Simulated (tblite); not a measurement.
Species: C₄H₁₀B₂ClP.
Numbering: `[BH2:1][PH:2][B:3]([Cl:4])[CH:5]1[CH2:6][CH2:7][CH2:8]1` (hydrogens: H9, H10 on B1; H11 on P2; H12 on C5; H13, H14 on C6; H15, H16 on C7; H17, H18 on C8)

Computed with GFN2-xTB (tblite), gas phase: L-BFGS steps from a force-field or distance-geometry start until the largest atomic force falls under 0.01 eV/Å.

Step 8: E = -630.9545 eV
```
atom  x, y, z in Å  |  force x, y, z in eV/Å
B1      3.2402    0.6559   -0.3191   -0.002  -0.070   0.126
P2      2.4073   -0.6164    0.7213   -0.010  -0.105  -0.149
B3      0.5789   -0.1839    0.6527    0.040   0.035   0.394
Cl4     0.0458    0.8888    1.8818   -0.012  -0.046  -0.017
C5     -0.3150   -0.5913   -0.5705   -0.026   0.140   0.063
C6     -1.7779   -1.0635   -0.4243   -0.080   0.189  -0.020
C7     -2.2191    0.4087   -0.4341    0.115   0.011  -0.049
C8     -0.8931    0.7396   -1.1422   -0.079  -0.035  -0.009
H9      2.7758    1.7217   -0.4606    0.105   0.001   0.175
H10     4.2990    0.3944   -0.7360   -0.072  -0.022  -0.171
H11     2.4492   -1.7623   -0.0577    0.200   0.126   0.067
H12     0.2855   -1.1846   -1.2573   -0.060  -0.109  -0.314
H13    -2.0946   -1.5487   -1.3454   -0.030  -0.118   0.012
H14    -2.0455   -1.6960    0.4187    0.064   0.133   0.110
H15    -3.1405    0.6694   -0.9510    0.023  -0.101  -0.081
H16    -2.2554    0.8247    0.5729    0.029  -0.021  -0.120
H17    -0.3796    1.6607   -0.8639   -0.113  -0.049  -0.008
H18    -0.9701    0.6891   -2.2264   -0.092   0.041  -0.009
```

Step 9: E = -630.9702 eV
```
atom  x, y, z in Å  |  force x, y, z in eV/Å
B1      3.2467    0.6553   -0.3135   -0.004  -0.032   0.098
P2      2.4168   -0.6204    0.7328   -0.065   0.025  -0.165
B3      0.5817   -0.1856    0.6569    0.053  -0.039   0.187
Cl4     0.0484    0.8805    1.8836   -0.044  -0.008   0.020
C5     -0.3146   -0.5874   -0.5780   -0.025   0.106   0.156
C6     -1.7817   -1.0600   -0.4241    0.060   0.156  -0.009
C7     -2.2207    0.4122   -0.4375    0.130  -0.077  -0.055
C8     -0.8990    0.7431   -1.1510    0.009  -0.099   0.068
H9      2.7747    1.7263   -0.4407    0.198  -0.126   0.168
H10     4.3002    0.3843   -0.7549   -0.216   0.041  -0.093
H11     2.4619   -1.7531   -0.0558    0.194   0.025   0.017
H12     0.2795   -1.1935   -1.2642   -0.088  -0.003  -0.247
H13    -2.0929   -1.5621   -1.3388   -0.057  -0.055   0.026
H14    -2.0447   -1.6850    0.4262    0.065   0.132   0.105
H15    -3.1384    0.6714   -0.9529   -0.106  -0.077  -0.149
H16    -2.2644    0.8231    0.5715    0.082   0.006  -0.137
H17    -0.3896    1.6627   -0.8640   -0.076  -0.022  -0.040
H18    -0.9727    0.6945   -2.2368   -0.109   0.049   0.051
```

**Question.** Estimate the geometry and energy of step 10. (The exact step hangs on the optimiser's Hessian estimate; all steps are aligned on step 9, rigid shifts and turns removed.)

**Answer.** E = -630.9827 eV, largest force 0.332 eV/Å
```
atom  x, y, z in Å  |  force x, y, z in eV/Å
B1      3.2514    0.6540   -0.3075   -0.005  -0.008   0.063
P2      2.4226   -0.6232    0.7381   -0.081   0.114  -0.117
B3      0.5840   -0.1883    0.6645    0.040  -0.099  -0.035
Cl4     0.0492    0.8751    1.8859   -0.064   0.020   0.059
C5     -0.3136   -0.5834   -0.5817   -0.006   0.020   0.148
C6     -1.7839   -1.0557   -0.4240    0.149   0.043   0.015
C7     -2.2207    0.4143   -0.4414    0.051  -0.104  -0.073
C8     -0.9029    0.7446   -1.1567    0.077  -0.101   0.093
H9      2.7776    1.7280   -0.4229    0.237  -0.167   0.162
H10     4.2974    0.3775   -0.7709   -0.278   0.067  -0.042
H11     2.4753   -1.7463   -0.0543    0.175  -0.070  -0.037
H12     0.2723   -1.1994   -1.2736   -0.115   0.111  -0.125
H13    -2.0926   -1.5728   -1.3332   -0.057   0.008   0.063
H14    -2.0426   -1.6738    0.4334    0.060   0.132   0.088
H15    -3.1378    0.6706   -0.9569   -0.152  -0.061  -0.169
H16    -2.2692    0.8223    0.5680    0.104   0.036  -0.127
H17    -0.3985    1.6636   -0.8645   -0.032   0.019  -0.055
H18    -0.9769    0.6991   -2.2434   -0.103   0.040   0.089
```

The energy changes by -0.0125 eV. The first-order estimate −F·Δx gives -0.0166 eV and the mean of the old and new forces, exact on a quadratic surface, -0.0124 eV. The step makes an angle of 60° with the force vector and moves no atom by more than 0.018 Å.

The cost below is that of the whole relaxation. The run took 2.4 s on one thread, Arm Neoverse N1 (aarch64) (shared host).
